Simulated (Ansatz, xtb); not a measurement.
A geometry optimisation of B2FNO with r2SCAN-D4/def2-SVP

The starting geometry of this gas-phase triplet was built from a drawn formula by distance geometry; its bonds are those of `[B]ON=BF`.

```xyz
5

B    -0.9696    0.7493    1.9424
B     0.2567   -1.7307   -0.5362
F     0.4892   -2.8410   -1.3284
N    -0.1219   -0.6432    0.0762
O    -0.7060    0.4029    0.5244
```

Question: Predict what becomes of its bonds when it is optimised with r2SCAN-D4/def2-SVP.

Answer: It rearranges, giving a structure given below by its coordinates. Contacts that open: N4–O5 (1.28 → 2.31 Å). Contacts that close: B1–N4 (2.48 → 1.40 Å).

The energy falls by 5.09 eV over 35 steps:

```json
{"step": "1", "E − E(last) (eV)": "5.092"}
{"step": "5", "E − E(last) (eV)": "4.308"}
{"step": "9", "E − E(last) (eV)": "3.093"}
{"step": "12", "E − E(last) (eV)": "2.326"}
{"step": "16", "E − E(last) (eV)": "1.878"}
{"step": "20", "E − E(last) (eV)": "0.471"}
{"step": "24", "E − E(last) (eV)": "0.294"}
{"step": "27", "E − E(last) (eV)": "0.195"}
{"step": "31", "E − E(last) (eV)": "0.018"}
{"step": "35", "E − E(last) (eV)": "0.000"}
```

Final geometry (Å):

| atom | x (Å) | y (Å) | z (Å) |
| --- | --- | --- | --- |
| B | -0.6163 | 0.0417 | 1.3191 |
| B | 0.1615 | -1.7587 | -0.4911 |
| F | 0.5441 | -2.6700 | -1.3098 |
| N | -0.2058 | -0.9155 | 0.3836 |
| O | -0.9351 | 1.2399 | 0.7766 |

From the same start GFN2-xTB ends elsewhere, in pieces: BFN + BO.

No frequencies were run, so the end isn't proven a minimum. Open shells are spin-unrestricted. The triplet needn't be the ground state. Run with Ansatz 0.2.0, 2 min on 1 thread of Intel(R) Xeon(R) 6975P-C (Granite Rapids) (shared host).
